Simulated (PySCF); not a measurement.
Molecular orbitals of HgF

B2PLYP at R = 2.055 Å; basis Hg cc-pVDZ-PP with ECP60, F cc-pVDZ; scalar-relativistic core potentials; PySCF 2.14. State: ²Σ⁺ (doublet), unpaired electrons σ ↑. Only the outer orbitals are listed, counted within each symmetry, core potentials removing the inner ones.

```tsv
spin	orbital	occ.	ε (eV)	on Hg (%)	main shells (%)
α	6σ	1	-12.49	47	53 F p, 30 Hg d, 15 Hg s
α	3π	1	-11.61	9	91 F p
α	3π	1	-11.61	9	91 F p
α	7σ	1	-8.41	89	77 Hg s, 11 Hg p, 11 F p
α	4π	0	-0.10	99	98 Hg p
α	4π	0	-0.10	99	98 Hg p
α	8σ	0	1.37	99	91 Hg p
β	3π	1	-11.23	9	91 F p
β	3π	1	-11.23	9	91 F p
β	6σ	1	-10.39	48	51 F p, 39 Hg s
β	7σ	0	-3.05	75	56 Hg s, 25 F p, 13 Hg p
β	4π	0	0.25	99	98 Hg p
β	4π	0	0.25	99	98 Hg p
```

Which are the highest filled and the lowest empty level, where do they sit, and how wide is the gap?

Highest filled α 7σ at -8.41 eV (in %: 77 Hg s, 11 Hg p, 11 F p); lowest empty β 7σ at -3.05 eV (in %: 56 Hg s, 25 F p, 13 Hg p); the gap at B2PLYP is 5.36 eV.

```json
{
  "bond order (Mayer)": "0.84",
  "⟨S²⟩": "0.766",
  "charge on Hg (Mulliken, basis-dependent)": "0.42",
  "charge on Hg (Löwdin, basis-dependent)": "0.33",
  "dipole moment (positive dipole means Hg(−)F(+))": "-3.05 D"
}
```

Correlated steps freeze 1 core orbital. Spin–orbit coupling is left out. B2PLYP dipoles, levels and charges come from its SCF part alone. The state was picked by a PBE0 search and need not be the measured ground state.
